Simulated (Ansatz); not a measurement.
Cost and result for the atomization energy of F$_{2}$HIn (`[F][InH][F]`) (4 atoms, 3 bonds).

Charge 0, multiplicity 1. Correlated methods include outer-core shells of In, which these sets cover unevenly. In: def2 effective core potential. All single points use the PBE0-D4/def2-TZVP geometry. Program: Ansatz. All runs use 2 threads of a server CPU on a shared host. Times are those of one run each, without the atoms' runs, and a repeat can differ threefold. Electronic energies, without spin–orbit coupling; frozen cores. CCSD(T)/CBS adds CCSD(T) − MP2 in def2-TZVPP to the MP2 limit, and its time is that of the two runs behind it. T1 = 0.017. With those shells the extrapolation isn't a true limit. HSE06 is the plane-wave form, built on full-range PBE exchange.

CCSD(T)/CBS is a level of theory with its own doubt, some kJ/mol a heavy atom from the limit and from the frozen cores, so smaller differences don't rank the functionals.

```json
{"level": "LDA (SPW92)/def2-TZVPP", "functions": "126", "wall time": "1.1 s", "atomization (kcal/mol)": "307.7", "difference from CCSD(T)/CBS": "42.8", "per bond": "14.3"}
{"level": "CCSD(T)/def2-SVP", "functions": "59", "wall time": "1.6 s", "atomization (kcal/mol)": "238.5", "difference from CCSD(T)/CBS": "-26.4", "per bond": "-8.8"}
{"level": "PBE0-D4/def2-TZVPP", "functions": "126", "wall time": "2.3 s", "atomization (kcal/mol)": "252.7", "difference from CCSD(T)/CBS": "-12.2", "per bond": "-4.1"}
{"level": "HSE06-D4/def2-TZVPP", "functions": "126", "wall time": "2.6 s", "atomization (kcal/mol)": "252.7", "difference from CCSD(T)/CBS": "-12.2", "per bond": "-4.1"}
{"level": "BHLYP-D4/def2-TZVPP", "functions": "126", "wall time": "2.7 s", "atomization (kcal/mol)": "239.9", "difference from CCSD(T)/CBS": "-25.0", "per bond": "-8.3"}
{"level": "r2SCANh-D4/def2-TZVPP", "functions": "126", "wall time": "4 s", "atomization (kcal/mol)": "256.2", "difference from CCSD(T)/CBS": "-8.7", "per bond": "-2.9"}
{"level": "B2PLYP/def2-TZVPP", "functions": "126", "wall time": "4.4 s", "atomization (kcal/mol)": "255.2", "difference from CCSD(T)/CBS": "-9.7", "per bond": "-3.2"}
{"level": "ωB97X-V/def2-TZVPP", "functions": "126", "wall time": "6.5 s", "atomization (kcal/mol)": "263.5", "difference from CCSD(T)/CBS": "-1.4", "per bond": "-0.5"}
{"level": "B97M-V/def2-TZVPP", "functions": "126", "wall time": "7 s", "atomization (kcal/mol)": "262.3", "difference from CCSD(T)/CBS": "-2.6", "per bond": "-0.9"}
{"level": "MP2/def2-QZVPP", "functions": "226", "wall time": "8 s", "atomization (kcal/mol)": "270.7", "difference from CCSD(T)/CBS": "5.8", "per bond": "1.9"}
{"level": "ωB97M-V/def2-TZVPP (with forces)", "functions": "126", "wall time": "9 s", "atomization (kcal/mol)": "260.4", "difference from CCSD(T)/CBS": "-4.5", "per bond": "-1.5"}
{"level": "CCSD(T)/def2-TZVPP", "functions": "126", "wall time": "13 s", "atomization (kcal/mol)": "253.6", "difference from CCSD(T)/CBS": "-11.3", "per bond": "-3.8"}
{"level": "CCSD(T)/CBS(def2)", "functions": "–", "wall time": "21 s", "atomization (kcal/mol)": "264.9", "difference from CCSD(T)/CBS": "0.0", "per bond": "0.0"}
```

From BLYP to BHLYP (50 % exact exchange), in def2-TZVPP and without D4, the atomization energy moves by −18.4 kcal/mol: exact exchange takes away binding that semilocal exchange gives to molecules. In def2-TZVPP, CCSD(T) changes the Hartree–Fock value by +80.7 kcal/mol (the triples alone add +6.0 kcal/mol) and MP2 by +90.7 kcal/mol; breaking electron pairs costs correlation energy, which Hartree–Fock lacks. At CCSD(T), def2-SVP lies −26.4 kcal/mol from the extrapolated value and def2-TZVPP −11.3 kcal/mol: correlation converges slowly with the basis, and small sets miss more of it in the bonded molecule than in its fragments.

Spin–orbit coupling would lower the free In atoms strongly, and the atomization energy with them, by more than many differences here.
